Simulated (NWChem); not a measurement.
System: NH2TeI; SMILES [Te](I)N

```xyz
5

Te     0.3022     1.2173     0.0000
I     -0.0102    -1.5159     0.0000
N     -1.5665     1.9390     0.0000
H     -2.1047     1.7360     0.8388
H     -2.1047     1.7360    -0.8388
```
Atoms are numbered in this order, from 1.

Results from NWChem. Structure relaxed at the PBE0/def2-SVP level. def2 effective core potentials on Te, I; no spin-orbit coupling. Level B3LYP/def2-SVP: energy and gradient on several grids; changes count from the extra-fine grid, which is no exact limit either.

Which is the coarsest grid (xcoarse; coarse; xfine; medium; fine) from which on the energy stays within 100 μHa and each gradient component within 200 μHa/bohr of xfine?

medium.
```
grid     size of the energy change (μHa)  largest change of a gradient component (μHa/bohr)
-------  -------------------------------  -------------------------------------------------
xcoarse                              900                                               3000
coarse                                30                                                700
medium                              < 10                                                 70
fine                                < 10                                               < 30
xfine                               < 10                                               < 30
```
